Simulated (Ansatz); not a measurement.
```yaml
crystal:
  periodic: [false, false, false]
  atoms:
    - {symbol: C, position_ang: [-0.358158, -0.514436, 1.290834]}
    - {symbol: N, position_ang: [0.069890, -0.018816, -0.005051]}
    - {symbol: C, position_ang: [1.021254, -0.889669, -0.596758]}
    - {symbol: Y, position_ang: [-0.722225, 1.710314, -0.837031]}
    - {symbol: Cl, position_ang: [0.154684, 2.270964, -3.065607]}
    - {symbol: Cl, position_ang: [-2.307813, 3.016392, 0.529797]}
    - {symbol: H, position_ang: [0.511620, -0.643765, 2.027277]}
    - {symbol: H, position_ang: [-0.912912, -1.526330, 1.260571]}
    - {symbol: H, position_ang: [-1.113440, 0.078051, 1.802997]}
    - {symbol: H, position_ang: [1.287050, -0.491574, -1.654753]}
    - {symbol: H, position_ang: [0.586505, -1.915522, -0.767659]}
    - {symbol: H, position_ang: [1.870716, -0.964858, 0.019505]}
basis:
  gaussian: {orbitals: x2c-TZVPPall}
magnetization: {spin_polarized: true, initial_magnetization: 0}
hamiltonian: {xc: {name: SPW92}}
```

```sh
$ ansatz run in.yaml --threads 4 --pin off --events-out ev --progress --plain --max-ram 11315MiB
```

Shortened log:

```
Functional definition: SPW92
1973 factors; their error is unknown
mean field evaluation 1: about -120655.1355 eV, gradient 6.4e1 eV
mean field evaluation 2: about -120396.8577 eV, gradient 1.7e2 eV
mean field evaluation 4: about -120673.2507 eV, gradient 1.5e1 eV
mean field evaluation 8: about -120674.1528 eV, gradient 3.8e-1 eV
mean field evaluation 16: about -120674.1225 eV, gradient 2.4e-3 eV
mean field -120674.12252147 eV, -4434.6922068059 hartree, gradient 1.2e-5 eV, S^2 0.000000; 0 other end points of the search recorded, 0 dependent functions left out
reference -120674.12259879 eV, -4434.6922096473 hartree; 49, 49 occupied and 291, 291 virtual orbitals, 1973 factors
Total energy: -120674.12259879 eV, -4434.6922096473 hartree
Relativity: scalar
```

Hardware: 4 threads of an AMD EPYC 9R45 on a shared host. Wall time 2 s, peak host memory 0.77 GiB.
